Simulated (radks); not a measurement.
The numbers below are computed, except where a source is named.
How relativity changes the ionisation of the nitrogen ion N3+ ([He] 2s2) to N4+ ([He] 2s1). Spin-unpolarised spherical Kohn-Sham, BLYP, point nucleus unless stated (finite: rms radius 2.5582 fm), a radial shooting solver on a logarithmic mesh with Libxc functionals. A level marked "c x" has the speed of light scaled by that factor.

level	E(N3+) (hartree)	E(N4+) (hartree)	IE (eV)	HOMO	<r> HOMO (bohr)
non-rel.	-51.19270	-48.33518	77.757	2s	1.106
scalar-rel.	-51.22533	-48.36597	77.807	2s	1.106
scalar-rel., finite nucleus	-51.22533	-48.36596	77.807	2s	1.106
Dirac	-51.22533	-48.36597	77.807	2s1/2	1.106
Dirac, finite nucleus	-51.22533	-48.36596	77.807	2s1/2	1.106
Dirac, c x 0.75	-51.25077	-48.38997	77.846	2s1/2	1.105
Dirac, c x 1.5	-51.20719	-48.34885	77.779	2s1/2	1.106
Dirac, c x 5	-51.19400	-48.33641	77.759	2s1/2	1.106

NIST Atomic Spectra Database: 77.474 eV (measured). The relativistic part of the total energy of N3+ is -0.03263 hartree (Dirac, finite nucleus), 0.064 % of the non-relativistic value. Spin polarisation and multiplet splitting of open shells are left out at every level.

Beside tabulated values, note that spin-unpolarised runs miss the spin-polarisation part of the exchange energy of open shells.
